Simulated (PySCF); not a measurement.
## Correlation energy of As⁻ (arsenic, charge -1)

[Ar] 3d10 4s2 4p4, high-spin 3P determinant. Computed with PySCF 2.14 in aug-cc-pwCVDZ-PP with ECP10MDF (6s5p4d1f, 48 functions), with a scalar-relativistic core potential. Frozen: 3s2 3p6 3d10; 6 electrons correlated.

```json
{"level": "CCSD", "correlation energy (mhartree)": "-99.81"}
{"level": "(T)", "correlation energy (mhartree)": "-3.17"}
{"level": "CCSD(T)", "correlation energy (mhartree)": "-102.98"}
{"level": "CCSDT", "correlation energy (mhartree)": "-103.68"}
```

Diagnostics: T1 = 0.014, D1 = 0.0267, largest double amplitude 0.061.

Cost of the coupled-cluster step: of the order of 1.8 core-seconds, for 6 correlated electrons.
